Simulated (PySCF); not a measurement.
**Spin–spin coupling constants**

Geometry:
```json
{"atom": "C1", "x (Å)": "2.010", "y (Å)": "0.216", "z (Å)": "-0.062"}
{"atom": "C2", "x (Å)": "0.696", "y (Å)": "0.169", "z (Å)": "0.048"}
{"atom": "C3", "x (Å)": "-0.268", "y (Å)": "1.326", "z (Å)": "0.090"}
{"atom": "O4", "x (Å)": "-1.518", "y (Å)": "0.785", "z (Å)": "0.474"}
{"atom": "C5", "x (Å)": "-1.572", "y (Å)": "-0.534", "z (Å)": "-0.017"}
{"atom": "C6", "x (Å)": "-0.145", "y (Å)": "-1.084", "z (Å)": "0.120"}
{"atom": "F7", "x (Å)": "0.152", "y (Å)": "-1.970", "z (Å)": "-0.892"}
{"atom": "H8", "x (Å)": "2.598", "y (Å)": "-0.684", "z (Å)": "-0.107"}
{"atom": "H9", "x (Å)": "2.537", "y (Å)": "1.152", "z (Å)": "-0.128"}
{"atom": "H10", "x (Å)": "0.006", "y (Å)": "2.092", "z (Å)": "0.817"}
{"atom": "H11", "x (Å)": "-0.341", "y (Å)": "1.789", "z (Å)": "-0.906"}
{"atom": "H12", "x (Å)": "-1.849", "y (Å)": "-0.551", "z (Å)": "-1.082"}
{"atom": "H13", "x (Å)": "-2.317", "y (Å)": "-1.078", "z (Å)": "0.563"}
{"atom": "H14", "x (Å)": "0.012", "y (Å)": "-1.629", "z (Å)": "1.059"}
```

Couplings: B3LYP/pcJ-1 (spin–dipole term only in couplings to heteroatoms) in PySCF, geometry GFN2-xTB; gas phase, one conformer, non-relativistic. Couplings are averaged over pairs made equivalent by symmetry, fast rotation or ring inversion, so a value needn't be that of the named pair in this geometry, while other rotamers aren't included; one pair stands for each set, and the list holds a selection of those of at least 0.8 Hz over up to four bonds, among pairs with at least one C or F or H atom (others weren't computed). One-bond C–F couplings come out tens of Hz too large with common functionals.

Isotopes: $^{13}$C, $^{19}$F, $^{1}$H, $^{17}$O. Couplings to quadrupolar nuclei such as 17O and 33S are rarely resolved in practice.

```
    pair  bonds  J (Hz)
  C1, C2      1    83.5
  C1, H8      1   167.6
  C1, H9      1   164.0
  C2, C3      1       ?
  C2, C6      1    49.7
  C3, O4      1    22.6
 C3, H10      1   155.4
 C3, H11      1       ?
  O4, C5      1    23.6
  C5, C6      1    40.0
 C5, H12      1       ?
 C5, H13      1   156.6
  C6, F7      1       ?
 C6, H14      1   162.6
  C1, C6      2     1.5
 C2, H14      2    -2.4
 O4, H12      2       ?
 O4, H13      2   -14.8
 F7, H14      2    64.2
  C1, F7      3       ?
 C1, H14      3       ?
  C6, H9      3     9.3
 C6, H10      3     4.4
  F7, H9      4    -3.9
 H8, H10      4    -2.9
H10, H12      4       ?
```

Estimate the withheld couplings, with signs.

Answers


- $^{1}J$(C2,C3) = 44.1 Hz (bond length 1.506 Å)
- $^{1}J$(C3,H11) = 148.1 Hz (bond length 1.102 Å, sp3 carbon)
- $^{1}J$(C5,H12) = 148.0 Hz (bond length 1.101 Å, sp3 carbon)
- $^{1}J$(C6,F7) = -237.7 Hz (bond length 1.377 Å)
- $^{2}J$(O4,H12) = -4.4 Hz (angle at C5 111°)
- $^{3}J$(C1,F7) = 4.7 Hz (dihedral angle 51°)
- $^{3}J$(C1,H14) = 3.7 Hz (dihedral angle 69°)
- $^{4}J$(H10,H12) = -1.0 Hz
